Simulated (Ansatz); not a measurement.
Ansatz (a first-principles code) input (B3LYP-D3(BJ)/def2-TZVP):

Ansatz 0.2 input:
```yaml
crystal:
  periodic: [false, false, false]
  atoms:
    - {symbol: Y, position_ang: [-0.00000000, -0.00000000, -0.72850452]}
    - {symbol: Cl, position_ang: [0.00000000, 0.00000000, 1.67127508]}
basis:
  gaussian:
    orbitals: def2-TZVP
hamiltonian:
  xc: b3lyp
  dispersion: d3bj
phonons: {temperatures: {t_min: 298.15, t_max: 298.15, t_step: 100}}
```

Output:

```
Functional definition: B3LYP
integrals: 0.02 GiB planned
630 factors; their error is unknown
mean field: 0.19 GiB planned
mean field evaluation 1: about -13566.2078 eV, gradient 2.0e1 eV
mean field evaluation 2: about -13563.6405 eV, gradient 3.7e1 eV
mean field evaluation 4: about -13567.3522 eV, gradient 1.6e0 eV
mean field evaluation 8: about -13567.4044 eV, gradient 1.8e-2 eV
mean field -13567.40435764 eV, -498.5929138263 hartree, gradient 1.9e-5 eV, S^2 0.000000; 0 other end points of the search recorded, 0 dependent functions left out
the calculation of the forces begins
reference -13567.40454133 eV, -498.5929205768 hartree; 14, 14 occupied and 63, 63 virtual orbitals, 630 factors
these checks for a lower state are left out or cut short: stability, starts, cluster_reference, orbital_swaps, neighbouring_geometries, increment
integrals: 0.02 GiB planned
630 factors; their error is unknown
mean field: 0.19 GiB planned
mean field evaluation 16: about -13567.3601 eV, gradient 9.1e-2 eV
mean field -13567.40435764 eV, -498.5929138263 hartree, gradient 8.2e-7 eV, S^2 0.000000; 0 other end points of the search recorded, 0 dependent functions left out
the calculation of the forces begins
reference -13567.40454133 eV, -498.5929205768 hartree; 14, 14 occupied and 63, 63 virtual orbitals, 630 factors
these checks for a lower state are left out or cut short: stability, starts, cluster_reference, orbital_swaps, neighbouring_geometries, increment
integrals: 0.02 GiB planned
630 factors; their error is unknown
mean field: 0.19 GiB planned
mean field -13567.40435764 eV, -498.5929138263 hartree, gradient 8.2e-7 eV, S^2 0.000000; 0 other end points of the search recorded, 0 dependent functions left out
the calculation of the forces begins
reference -13567.40454133 eV, -498.5929205768 hartree; 14, 14 occupied and 63, 63 virtual orbitals, 630 factors
these checks for a lower state are left out or cut short: stability, starts, cluster_reference, orbital_swaps, neighbouring_geometries, increment
integrals: 0.02 GiB planned
630 factors; their error is unknown
mean field: 0.19 GiB planned
mean field evaluation 32: about -13567.4044 eV, gradient 3.4e-5 eV
mean field -13567.40435764 eV, -498.5929138263 hartree, gradient 8.2e-7 eV, S^2 0.000000; 0 other end points of the search recorded, 0 dependent functions left out
the calculation of the forces begins
reference -13567.40454133 eV, -498.5929205768 hartree; 14, 14 occupied and 63, 63 virtual orbitals, 630 factors
these checks for a lower state are left out or cut short: stability, starts, cluster_reference, orbital_swaps, neighbouring_geometries, increment
integrals: 0.02 GiB planned
630 factors; their error is unknown
mean field: 0.19 GiB planned
mean field -13567.40435764 eV, -498.5929138263 hartree, gradient 8.2e-7 eV, S^2 0.000000; 0 other end points of the search recorded, 0 dependent functions left out
the calculation of the forces begins
reference -13567.40454133 eV, -498.5929205768 hartree; 14, 14 occupied and 63, 63 virtual orbitals, 630 factors
these checks for a lower state are left out or cut short: stability, starts, cluster_reference, orbital_swaps, neighbouring_geometries, increment
integrals: 0.02 GiB planned
630 factors; their error is unknown
mean field: 0.19 GiB planned
mean field -13567.40431518 eV, -498.5929122659 hartree, gradient 2.9e-6 eV, S^2 0.000000; 0 other end points of the search recorded, 0 dependent functions left out
the calculation of the forces begins
reference -13567.40449884 eV, -498.5929190152 hartree; 14, 14 occupied and 63, 63 virtual orbitals, 630 factors
these checks for a lower state are left out or cut short: stability, starts, cluster_reference, orbital_swaps, neighbouring_geometries, increment
integrals: 0.02 GiB planned
630 factors; their error is unknown
mean field: 0.19 GiB planned
mean field -13567.40432019 eV, -498.5929124501 hartree, gradient 2.9e-6 eV, S^2 0.000000; 0 other end points of the search recorded, 0 dependent functions left out
the calculation of the forces begins
reference -13567.40450392 eV, -498.5929192018 hartree; 14, 14 occupied and 63, 63 virtual orbitals, 630 factors
these checks for a lower state are left out or cut short: stability, starts, cluster_reference, orbital_swaps, neighbouring_geometries, increment
integrals: 0.02 GiB planned
630 factors; their error is unknown
mean field: 0.19 GiB planned
mean field evaluation 64: about -13567.4044 eV, gradient 1.3e-6 eV
mean field -13567.40435764 eV, -498.5929138263 hartree, gradient 8.2e-7 eV, S^2 0.000000; 0 other end points of the search recorded, 0 dependent functions left out
the calculation of the forces begins
reference -13567.40454133 eV, -498.5929205768 hartree; 14, 14 occupied and 63, 63 virtual orbitals, 630 factors
these checks for a lower state are left out or cut short: stability, starts, cluster_reference, orbital_swaps, neighbouring_geometries, increment
integrals: 0.02 GiB planned
630 factors; their error is unknown
mean field: 0.19 GiB planned
mean field -13567.40435764 eV, -498.5929138263 hartree, gradient 8.2e-7 eV, S^2 0.000000; 0 other end points of the search recorded, 0 dependent functions left out
the calculation of the forces begins
reference -13567.40454133 eV, -498.5929205768 hartree; 14, 14 occupied and 63, 63 virtual orbitals, 630 factors
these checks for a lower state are left out or cut short: stability, starts, cluster_reference, orbital_swaps, neighbouring_geometries, increment
integrals: 0.02 GiB planned
630 factors; their error is unknown
mean field: 0.19 GiB planned
mean field -13567.40435764 eV, -498.5929138263 hartree, gradient 8.2e-7 eV, S^2 0.000000; 0 other end points of the search recorded, 0 dependent functions left out
the calculation of the forces begins
reference -13567.40454133 eV, -498.5929205768 hartree; 14, 14 occupied and 63, 63 virtual orbitals, 630 factors
these checks for a lower state are left out or cut short: stability, starts, cluster_reference, orbital_swaps, neighbouring_geometries, increment
integrals: 0.02 GiB planned
630 factors; their error is unknown
mean field: 0.19 GiB planned
mean field -13567.40435764 eV, -498.5929138263 hartree, gradient 8.2e-7 eV, S^2 0.000000; 0 other end points of the search recorded, 0 dependent functions left out
the calculation of the forces begins
reference -13567.40454133 eV, -498.5929205768 hartree; 14, 14 occupied and 63, 63 virtual orbitals, 630 factors
these checks for a lower state are left out or cut short: stability, starts, cluster_reference, orbital_swaps, neighbouring_geometries, increment
integrals: 0.02 GiB planned
630 factors; their error is unknown
mean field: 0.19 GiB planned
mean field -13567.40432019 eV, -498.5929124501 hartree, gradient 2.9e-6 eV, S^2 0.000000; 0 other end points of the search recorded, 0 dependent functions left out
the calculation of the forces begins
reference -13567.40450392 eV, -498.5929192018 hartree; 14, 14 occupied and 63, 63 virtual orbitals, 630 factors
these checks for a lower state are left out or cut short: stability, starts, cluster_reference, orbital_swaps, neighbouring_geometries, increment
integrals: 0.02 GiB planned
630 factors; their error is unknown
mean field: 0.19 GiB planned
mean field evaluation 96: about -13567.3601 eV, gradient 1.9e-1 eV
mean field -13567.40431518 eV, -498.5929122659 hartree, gradient 2.9e-6 eV, S^2 0.000000; 0 other end points of the search recorded, 0 dependent functions left out
the calculation of the forces begins
reference -13567.40449884 eV, -498.5929190152 hartree; 14, 14 occupied and 63, 63 virtual orbitals, 630 factors
Total energy: -13567.50665010 eV, -498.5966730050 hartree
Atom 0 at    -0.000000    -0.000000    -0.728505 Å, force     0.000000     0.000000     0.000240 eV/Å
Atom 1 at     0.000000     0.000000     1.671275 Å, force    -0.000000     0.000000    -0.000240 eV/Å
Dipole moment:    -0.000000    -0.000000    -0.561848 e Å
Vibrations: 370.52 cm⁻¹, zero-point energy 0.022969 eV
```
